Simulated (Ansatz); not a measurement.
Diatomic ZrO, multiplicity 3 (not the ground state: that is measured with 2S+1 = 1). No spin–orbit coupling.

Constants: fifth-degree fit in 1/R to seven points, most abundant isotopes. In def2 and cc sets the state is the lowest found near the PBE0 minimum, followed along R.

Programs: Ansatz (Gaussian orbitals). Values without a source in brackets are computed. In def2 rows elements past Kr take small-core potentials, without spin–orbit coupling.

```json
[
 {"level": "PBE/def2-TZVPP", "r_e (Å)": "1.737", "ω_e (cm⁻¹)": "939", "α_e (cm⁻¹)": "0.0019", "ω_e x_e (cm⁻¹)": "3.2", "dipole (D)": "3.80"},
 {"level": "PBE0/def2-TZVPP", "r_e (Å)": "1.718", "ω_e (cm⁻¹)": "983", "α_e (cm⁻¹)": "0.0018", "ω_e x_e (cm⁻¹)": "3.0", "dipole (D)": "3.98"},
 {"level": "wB97X-V/def2-TZVPP", "r_e (Å)": "1.718", "ω_e (cm⁻¹)": "993", "α_e (cm⁻¹)": "0.0017", "ω_e x_e (cm⁻¹)": "2.8", "dipole (D)": "4.03"},
 {"level": "CCSD/def2-TZVPP", "r_e (Å)": "1.726", "ω_e (cm⁻¹)": "978", "α_e (cm⁻¹)": "0.0017", "ω_e x_e (cm⁻¹)": "2.8", "dipole (D)": "-"},
 {"level": "CCSD(T)/def2-TZVPP", "r_e (Å)": "1.740", "ω_e (cm⁻¹)": "943", "α_e (cm⁻¹)": "0.0018", "ω_e x_e (cm⁻¹)": "2.3", "dipole (D)": "-"}
]
```

Correlated levels freeze the inner cores; with def2 sets outer-core shells near the valence are correlated too.

Ansatz is a quantum-chemistry and plane-wave program.
